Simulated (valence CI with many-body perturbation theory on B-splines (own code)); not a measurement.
Values are calculated unless marked as measured or tabulated.
# Level structure of Au⁵⁶⁺

Method: relativistic CI+MBPT: five valence electrons over a frozen Dirac-Fock core [Ar], radial functions for each j: 7 s, 7 p, 8 d, 6 f, 4 g, 1 h, with the one-electron correlation potential Σ1, the two-electron term Σ2, the three-electron term Σ3, Breit, model QED; selected CI, second order for the rest (own B-spline code, finite nucleus).

The last digits are not significant, and no measured levels were compared; by estimate large intervals hold to a few tenths of a per cent, small ones and those within an open d or f shell to about a per cent. The list stops below the first excitations out of the core. Only levels of the ground parity were solved; by the run's estimate the other parity begins above the list, which can be wrong where configurations are misplaced.

Levels 1 to 27 of 27, with energies above the lowest level, (3d3/2^4 3d5/2) J=5/2. "Leading %" is the weight of the configuration and term that name the level; weights of strongly mixed levels are sums over their largest components and can fall short. In the jj column 3d3/2^4 stands for four electrons in 3d with j = 3/2.

| No. | Configuration | Term | J | E (cm⁻¹) | Leading % | Second component | g | Leading jj |
| --- | --- | --- | --- | --- | --- | --- | --- | --- |
| 1 | 3d⁵ | ²D | 5/2 | 0 | 26 | 24 % 3d⁵ ⁴P | 1.254 | 3d3/2^4 3d5/2 (98 %) |
| 2 | 3d⁵ | ⁶S | 5/2 | 672140 | 33 | 22 % 3d⁵ ²F | 1.324 | 3d3/2^3 3d5/2^2 (97 %) |
| 3 | 3d⁵ | ⁴G | 7/2 | 771430 | 31 | 26 % 3d⁵ ²F | 1.158 | 3d3/2^3 3d5/2^2 (100 %) |
| 4 | 3d⁵ | ²H | 11/2 | 780320 | 46 | 30 % 3d⁵ ⁴G | 1.092 | 3d3/2^3 3d5/2^2 (100 %) |
| 5 | 3d⁵ | ⁴D | 3/2 | 789970 | 38 | 28 % 3d⁵ ⁴P | 1.133 | 3d3/2^3 3d5/2^2 (99 %) |
| 6 | 3d⁵ | ²G | 9/2 | 832380 | 34 | 24 % 3d⁵ ⁴G | 1.126 | 3d3/2^3 3d5/2^2 (99 %) |
| 7 | 3d⁵ | ²D | 5/2 | 867890 | 37 | 24 % 3d⁵ ⁴D | 1.124 | 3d3/2^3 3d5/2^2 (97 %) |
| 8 | 3d⁵ | ²F | 7/2 | 905360 | 39 | 35 % 3d⁵ ²G | 1.065 | 3d3/2^3 3d5/2^2 (99 %) |
| 9 | 3d⁵ | ⁴P | 1/2 | 906040 | 38 | 34 % 3d⁵ ²S | 1.760 | 3d3/2^3 3d5/2^2 (95 %) |
| 10 | 3d⁵ | ²D | 3/2 | 1064900 | 64 | 17 % 3d⁵ ⁴F | 0.800 | 3d3/2^3 3d5/2^2 (95 %) |
| 11 | 3d⁵ | ⁶S | 5/2 | 1433400 | 37 | 26 % 3d⁵ ²D | 1.317 | 3d3/2^2 3d5/2^3 (96 %) |
| 12 | 3d⁵ | ⁴D | 7/2 | 1511000 | 52 | 42 % 3d⁵ ⁴G | 1.206 | 3d3/2^2 3d5/2^3 (100 %) |
| 13 | 3d⁵ | ⁴G | 11/2 | 1511900 | 51 | 49 % 3d⁵ ²I | 1.087 | 3d3/2^2 3d5/2^3 (99 %) |
| 14 | 3d⁵ | ⁴G | 9/2 | 1530400 | 64 | 34 % 3d⁵ ²G | 1.138 | 3d3/2^2 3d5/2^3 (99 %) |
| 15 | 3d⁵ | ²I | 13/2 | 1554200 | 100 |  | 1.063 | 3d3/2^2 3d5/2^3 (100 %) |
| 16 | 3d⁵ | ⁴D | 1/2 | 1578100 | 79 | 18 % 3d⁵ ²S | 0.427 | 3d3/2^2 3d5/2^3 (99 %) |
| 17 | 3d⁵ | ⁴P | 3/2 | 1588000 | 54 | 35 % 3d⁵ ⁴F | 1.157 | 3d3/2^2 3d5/2^3 (99 %) |
| 18 | 3d⁵ | ²F | 5/2 | 1595700 | 42 | 33 % 3d⁵ ⁴D | 1.019 | 3d3/2^2 3d5/2^3 (98 %) |
| 19 | 3d⁵ | ²H | 9/2 | 1641000 | 53 | 47 % 3d⁵ ⁴F | 1.094 | 3d3/2^2 3d5/2^3 (100 %) |
| 20 | 3d⁵ | ²G | 7/2 | 1662200 | 61 | 36 % 3d⁵ ²F | 0.978 | 3d3/2^2 3d5/2^3 (100 %) |
| 21 | 3d⁵ | ⁴F | 5/2 | 1684000 | 65 | 26 % 3d⁵ ²D | 1.046 | 3d3/2^2 3d5/2^3 (99 %) |
| 22 | 3d⁵ | ²D | 3/2 | 1684100 | 83 | 16 % 3d⁵ ⁴D | 0.855 | 3d3/2^2 3d5/2^3 (95 %) |
| 23 | 3d⁵ | ²G | 7/2 | 1740200 | 48 | 32 % 3d⁵ ²F | 1.025 | 3d3/2^2 3d5/2^3 (98 %) |
| 24 | 3d⁵ | ⁴P | 1/2 | 1741800 | 47 | 42 % 3d⁵ ²P | 1.744 | 3d3/2^2 3d5/2^3 (92 %) |
| 25 | 3d⁵ | ²G | 9/2 | 1818200 | 80 | 10 % 3d⁵ ⁴F | 1.101 | 3d3/2^2 3d5/2^3 (99 %) |
| 26 | 3d⁵ | ²P | 3/2 | 1954400 | 74 | 23 % 3d⁵ ²D | 1.175 | 3d3/2^2 3d5/2^3 (99 %) |
| 27 | 3d⁵ | ²D | 5/2 | 1991200 | 81 | 9 % 3d⁵ ²F | 1.172 | 3d3/2^2 3d5/2^3 (97 %) |

The ionisation energy to 3d⁴ ³P0 of the next ion comes out as 5593.6 eV (NIST: 5594 ± 5 eV (theoretical)). All 27 levels together are meant to be complete up to 2195700 cm⁻¹.
